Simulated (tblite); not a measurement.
C5H3N3Se.
Cartesian coordinates in Å at the GFN2-xTB level; atoms count from 1:
```
atom  x, y, z in Å
N1     4.3741    0.2174    0.6683
C2     3.2944   -0.0102    0.3554
C3     1.9916   -0.3371   -0.0650
N4     0.9768    0.3075    0.3525
C5    -0.2785    0.0392   -0.0120
C6    -1.3837    0.7415    0.4261
C7    -2.5832    0.2543   -0.1127
N8    -2.5398   -0.7640   -0.9304
Se9   -0.8985   -1.3413   -1.2019
H10    1.9174   -1.1795   -0.7723
H11   -1.3152    1.5717    1.1053
H12   -3.5517    0.6748    0.1087
```

Computed with GFN2-xTB (tblite): harmonic, unscaled wavenumbers at the GFN2-xTB geometry, gas phase. Errors from tens to a few hundred cm⁻¹ against measured bands are possible. One conformer, not necessarily the lowest.

Harmonic wavenumbers (cm⁻¹): 69.5, 83.4, 84.2, 195.2, 252.1, 345.1, 403.4, 433.9, 511.3, 520.3, 553.8, 576.3, 668.3, 796.8, 806.1, 842.9, 860.4, 1016.8, 1056.4, 1128.3, 1203.0, 1255.2, 1315.4, 1395.0, 1507.5, 1627.7, 2356.6, 2804.9, 3090.6, 3137.3.

A = 3273, B = 639.2, C = 534.8 MHz; mass 184.949 u (most abundant isotopes); point group Cs, symmetry number 1.

Task: What is the zero-point energy?

Result: ½Σν̃ = 15449 cm⁻¹ = 184.81 kJ/mol.

Task: What is S at 273.15 K and 1 bar for an ideal gas of classical rigid rotors and harmonic oscillators?

Result: Translation 172.14, rotation 124.60, vibration 85.26: S = 382.0 J/(mol K).

Task: And Cp and H(273.15 K) − H(0)?

Result: Cp = 124.46 J/(mol K), of which vibrations give 91.21 (their classical limit is 30 R = 249.4); H(273.15 K) − H(0) = 21.59 kJ/mol without the zero-point energy, 12.51 from vibrations.

Task: How do the functions run with temperature in this model?

Result: 
| T (K) | S (J/(mol K)) | Cp (J/(mol K)) | H − H(0) (kJ/mol) | G − H(0) (kJ/mol) | ln q(vib) |
| --- | --- | --- | --- | --- | --- |
| 150 | 320.6 | 83.7 | 8.73 | -39.36 | 2.27 |
| 250 | 371.3 | 117.2 | 18.80 | -74.03 | 4.28 |
| 298.15 | 393.2 | 132.0 | 24.80 | -92.44 | 5.25 |
| 400 | 435.9 | 158.8 | 39.66 | -134.70 | 7.29 |
| 600 | 507.9 | 195.8 | 75.42 | -229.32 | 11.13 |
| 900 | 593.9 | 227.4 | 139.39 | -395.15 | 16.35 |

q(vib) and H(0) count from the zero-point level.

Task: Which modes carry the vibrational entropy at 273.15 K?

Result: 69.5 cm⁻¹: 16.72; 83.4 cm⁻¹: 15.22; 84.2 cm⁻¹: 15.14; 195.2 cm⁻¹: 8.44; 252.1 cm⁻¹: 6.54; 345.1 cm⁻¹: 4.40 J/(mol K); the other 24 give 18.80 together.

Task: Blend soft modes into free rotors: weight 1/[1 + (100 cm⁻¹/ν̃)⁴] for the oscillator and the rest for a rotor with moment μB/(μ + B), μ = h/(8π²ν), B = 10⁻⁴⁴ kg m². What vibrational entropy results?

Result: 78.58 J/(mol K) in place of 85.26, which changes −T·S at 273.15 K by +1.82 kJ/mol.

Task: What must be added to the electronic energy to get the Gibbs energy at 273.15 K and 1 bar?

Result: ZPE + [H(273.15 K) − H(0)] − T·S = 184.81 + 21.59 − 104.34 = 102.06 kJ/mol.

Hindered rotation and anharmonicity are outside this model. Other conformers, if any are populated, would add a mixing term that is left out.
